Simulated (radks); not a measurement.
Effect of the nuclear size on the phosphorus ion P2+, [Ne] 3s2 3p1. Method: Dirac Kohn-Sham, PBE, spin-unpolarised, spherical densities, finite nucleus; open shells fill j = l - 1/2 first; Fermi nuclear charge, rms radius 3.1889 fm; computed with a radial shooting solver on a logarithmic mesh with Libxc functionals. The rms radius is varied about that value; shifts are against it.

\begin{tabular}{lrrrr}
rms radius (fm) & total energy shift (eV) & density at nucleus (e/bohr^3) & 1s1/2 shift (meV) & 2s1/2 shift (meV) \\ \hline
2.6245 & -0.00239 & 2399 & -0.997 & -0.066 \\
3.0231 & -0.000750 & 2394 & -0.313 & -0.021 \\
3.1889 & 0 & 2392 & 0.000 & 0.000 \\
3.2941 & 0.000496 & 2390 & 0.207 & 0.014 \\
3.9383 & 0.00388 & 2384 & 1.62 & 0.108 \\
\end{tabular}

Slopes of the eigenvalues against <r^2> in GHz/fm^2, as finite differences over the two radii next to the reference (eigenvalue slopes, not the field-shift constants of lines): 1s1/2 73.4, 2s1/2 4.89.
